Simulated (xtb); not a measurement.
xtb input (GFN2-xTB):

```bash
xtb mol.xyz --gfn 2 --ohess tight --chrg 0 --uhf 0
```
mol.xyz:
```
2

Be     0.06646310    -0.02929772    -0.65565260
O     -0.00978889     0.01483528     0.68346402
```

Output:

```
           -------------------------------------------------
          |                Calculation Setup                |
           -------------------------------------------------

           -------------------------------------------------
          |                 G F N 2 - x T B                 |
           -------------------------------------------------

        Reference                      10.1021/acs.jctc.8b01176
      * Hamiltonian:
        H0-scaling (s, p, d)           1.850000    2.230000    2.230000
        zeta-weighting                 0.500000
      * Dispersion:
        s8                             2.700000
        a1                             0.520000
        a2                             5.000000
        s9                             5.000000
      * Repulsion:
        kExp                           1.500000    1.000000
        rExp                           1.000000
      * Coulomb:
        alpha                          2.000000
        third order                    shell-resolved
        anisotropic                    true
        a3                             3.000000
        a5                             4.000000
        cn-shift                       1.200000
        cn-exp                         4.000000
        max-rad                        5.000000

          ...................................................
          :                      SETUP                      :
          :.................................................:
          :  # basis functions                   8          :
          :  # atomic orbitals                   8          :
          :  # shells                            4          :
          :  # electrons                         8          :
          :  max. iterations                   250          :
          :  Hamiltonian                  GFN2-xTB          :
          :  restarted?                      false          :
          :  GBSA solvation                  false          :
          :  PC potential                    false          :
          :  electronic temp.          300.0000000     K    :
          :  accuracy                    1.0000000          :
          :  -> integral cutoff          0.2500000E+02      :
          :  -> integral neglect         0.1000000E-07      :
          :  -> SCF convergence          0.1000000E-05 Eh   :
          :  -> wf. convergence          0.1000000E-03 e    :
          :  Broyden damping             0.4000000          :
          :  net charge                          0          :
          :  unpaired electrons                  0          :
          ...................................................

 iter      E             dE          RMSdq      gap      omega  full diag
   1      6.7770029  0.677700E+01  0.436E+01    4.18       0.0  T
   2     -2.8985913 -0.967559E+01  0.319E+01   42.77       1.0  T
   3     -3.1687316 -0.270140E+00  0.224E+01   25.36       1.0  T
   4     -4.7213925 -0.155266E+01  0.128E+01    3.06       1.0  T
   5     -4.4425644  0.278828E+00  0.140E+01    2.45       1.0  T
   6      6.1226171  0.105652E+02  0.422E+01    4.75       1.0  T
[...]
Topologies differ in total number of bonds
Writing topology from bond orders to xtbtopo.mol

molecular dipole:
                 x           y           z       tot (Debye)
 q only:        0.084      -0.049      -1.482
   full:        0.139      -0.081      -2.448       6.236
molecular quadrupole (traceless):
                xx          xy          yy          xz          yz          zz
 q only:        0.047      -0.006       0.036      -0.116       0.028      -0.083
  q+dip:       -1.304      -0.017      -1.332      -0.429       0.184       2.636
   full:       -0.952      -0.015      -0.978      -0.368       0.149       1.930

           -------------------------------------------------
          |                Geometry Summary                 |
           -------------------------------------------------

      molecular mass/u    :       25.0115880
   center of mass at/Å    :        0.0180638      -0.0012846       0.1943343
  moments of inertia/u·Å² :       -0.1746435E-16   0.9660795E+01   0.9660795E+01
rotational constants/cm⁻¹ :       -0.9652596E+18   0.1744953E+01   0.1744953E+01

 * 1 selected distances

     #   Z          #   Z                                           value/Å
     0   0          0   0                                         0.0000000 (max)
Molecule has the following symmetry elements: (Cinf) (sigma)
It seems to be the Cinfv point group

 * 0 distinct bonds (by element types)

   Z      Z             #   av. dist./Å        max./Å        min./Å

           -------------------------------------------------
          |               Frequency Printout                |
           -------------------------------------------------
 vibrational frequencies (cm⁻¹)
eigval :        0.00     0.00     0.00     0.00     0.00  1599.49
 reduced masses (amu)
   1: 11.53   2: 11.53   3: 13.48   4: 13.48   5: 13.48   6: 11.53
 IR intensities (km·mol⁻¹)
   1:170.09   2:170.08   3:  0.00   4:  0.00   5:  0.00   6:173.45
 Raman intensities (Ä⁴*amu⁻¹)
   1:  0.00   2:  0.00   3:  0.00   4:  0.00   5:  0.00   6:  0.00
 output can be read by thermo (or use thermo option).
 writing <g98.out> molden fake output.
 recommended (thermochemical) frequency scaling factor: 1.0
           -------------------------------------------------
          |             Thermodynamic Functions             |
           -------------------------------------------------

cin symmetry found (for desy threshold:  0.10E+00) used in thermo

          ...................................................
          :                      SETUP                      :
          :.................................................:
          :  # frequencies                           1      :
          :  # imaginary freq.                       0      :
          :  linear?                              true      :
          :  only rotor calc.                    false      :
          :  symmetry                              cin      :
          :  rotational number                       1      :
          :  scaling factor                  1.0000000      :
          :  rotor cutoff                   50.0000000 cm⁻¹ :
          :  imag. cutoff                  -20.0000000 cm⁻¹ :
          :.................................................:

    mode    ω/cm⁻¹     T·S(HO)/kcal·mol⁻¹    T·S(FR)/kcal·mol⁻¹   T·S(vib)
   ------------------------------------------------------------------------
   ------------------------------------------------------------------------

   temp. (K)  partition function   enthalpy   heat capacity  entropy
                                   cal/mol     cal/K/mol   cal/K/mol   J/K/mol
 298.15  VIB   1.00                    2.034      0.053      0.008
         ROT   119.                  592.502      1.987     11.481
         INT   119.                  594.535      2.040     11.488
         TR   0.121E+27             1481.254      4.968     35.571
         TOT                        2075.7890     7.0081    47.0592   196.8959

       T/K    H(0)-H(T)+PV         H(T)/Eh          T*S/Eh         G(T)/Eh
   ------------------------------------------------------------------------
    298.15    0.330798E-02    0.695189E-02    0.223594E-01   -0.154075E-01
   ------------------------------------------------------------------------

         :::::::::::::::::::::::::::::::::::::::::::::::::::::
         ::                  THERMODYNAMIC                  ::
         :::::::::::::::::::::::::::::::::::::::::::::::::::::
         :: total free energy          -4.738224547137 Eh   ::
         ::.................................................::
         :: total energy               -4.722817074270 Eh   ::
         :: zero point energy           0.003643913713 Eh   ::
         :: G(RRHO) w/o ZPVE           -0.019051386580 Eh   ::
         :: G(RRHO) contrib.           -0.015407472867 Eh   ::
         :::::::::::::::::::::::::::::::::::::::::::::::::::::

optimized geometry written to: xtbopt.xyz

           -------------------------------------------------
          | TOTAL ENERGY               -4.722817074270 Eh   |
          | TOTAL ENTHALPY             -4.715865180148 Eh   |
          | TOTAL FREE ENERGY          -4.738224547137 Eh   |
          | GRADIENT NORM               0.000078082777 Eh/α |
          | HOMO-LUMO GAP               4.226006603540 eV   |
           -------------------------------------------------

------------------------------------------------------------------------
Note: The following floating-point exceptions are signalling: IEEE_INVALID_FLAG IEEE_UNDERFLOW_FLAG IEEE_DENORMAL
normal termination of xtb
------------------------------------------------------------------------
 total:
 SCF:
 ANC optimizer:
 analytical hessian:
```
